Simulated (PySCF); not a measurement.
Substituent chemical shifts

Parent skeleton `[CH3:1][CH:2]([F:3])[SiH2:4][SiH2:5][SiH3:6]`; one hydrogen on atom 5 is replaced by X. Hydrogens on one atom are averaged.

[PySCF 2.14: GFN2-xTB structure; shielding tensors at PBE0/pcSseg-1 (GIAO); no solvent; one averaged value for each set of equivalent atoms; relativity neglected; one conformer]

Scale: 13C and 29Si and 1H vs TMS; CFCl3 for 19F (reference shieldings calculated alike).

(1) Order these by the shift of Si5, most shielded first.
A. X = SH
B. X = CHCl2
C. X = Cl
D. X = PH2
E. X = propynyl

(2) Order these by the shift of Si6, most shielded first.
A. X = Cl
B. X = SH
C. X = propynyl
D. X = CHCl2
E. X = PH2

Answers

(1) E (-110.7 ppm), D (-103.3 ppm), A (-61.7 ppm), B (-45.4 ppm), C (-25.7 ppm).

(2) D (-110.9 ppm), C (-107.7 ppm), B (-101.9 ppm), A (-99.8 ppm), E (-98.1 ppm).

Unscaled 19F shifts against computed CFCl3 carry errors that often reach 10 to 50 ppm.
